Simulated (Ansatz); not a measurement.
Geometry optimisation, Ansatz, RKS B3LYP-D4/def2-SVP.

Input file:

```yaml
crystal:
  periodic: [false, false, false]
  atoms:
    - { symbol: Ge, position_ang: [-0.613848, -0.99565, 0.020389] }
    - { symbol: H, position_ang: [0.45436, -0.575256, 1.006937] }
    - { symbol: F, position_ang: [0.021386, -1.671127, -1.426782] }
    - { symbol: F, position_ang: [-1.685644, -2.166342, 0.689854] }
    - { symbol: F, position_ang: [-1.612659, 0.33693, -0.420123] }
    - { symbol: H, position_ang: [1.470028, 1.052099, 0.773681] }
    - { symbol: S, position_ang: [1.602853, 1.745778, -0.386075] }
    - { symbol: H, position_ang: [0.363524, 2.273568, -0.257882] }
basis:
  gaussian: { orbitals: def2-SVP }
hamiltonian:
  xc: b3lyp
  dispersion: d4
relax:
  f_tol: 0.03
  max_steps: 50
```

Command:

```bash
$ ansatz run input.yaml --threads 2 --pin off --max-ram 3072MiB --backend cpu --events-out ev --progress --plain --runs-dir out
```

Q: Where does it end, and by what steps?

A: The run converged. The force dipped under the threshold on the way, but the program's further checks kept it going. After 22 steps the energy has fallen by 0.235 eV; H8 moved furthest, 1.49 Å.

| step | energy less start (eV) | largest force component (eV/Å) | accepted |
| --- | --- | --- | --- |
| 0 | 0.0000 | 0.307 | yes |
| 1 | -0.0655 | 0.233 | yes |
| 2 | -0.0907 | 0.675 | yes |
| 3 | -0.1112 | 0.528 | yes |
| 4 | -0.1383 | 0.536 | yes |
| 5 | -0.1620 | 0.130 | yes |
| 6 | -0.1798 | 0.182 | yes |
| 7 | -0.1833 | 0.091 | yes |
| 8 | -0.1859 | 0.078 | yes |
| 9 | -0.1826 | 0.410 | no |
| 10 | -0.1879 | 0.021 | yes |
| 11 | -0.1893 | 0.131 | yes |
| 12 | -0.1910 | 0.078 | yes |
| 13 | -0.1947 | 0.014 | yes |
| 14 | -0.1925 | 0.432 | no |
| 15 | -0.1967 | 0.066 | yes |
| 16 | -0.1969 | 0.253 | yes |
| 17 | -0.1994 | 0.295 | yes |
| 18 | -0.2116 | 0.022 | yes |
| 19 | -0.2152 | 0.271 | yes |
| 20 | -0.2159 | 0.569 | yes |
| 21 | -0.2346 | 0.034 | yes |
| 22 | -0.2351 | 0.023 | yes |

```xyz
8
Properties=species:S:1:pos:R:3
Ge -0.601 -1.021 0.201
H 0.553 -1.490 1.062
F -0.239 -0.835 -1.476
F -1.881 -2.177 0.232
F -1.345 0.447 0.721
H 0.687 2.155 0.530
S 1.711 1.471 -0.029
H 1.115 1.450 -1.241
```

Whether the end is a true minimum wasn't checked by a vibrational analysis.

The run took 76 s on 2 threads of Arm Neoverse V1, on a shared host, peak memory 0.26 GiB.
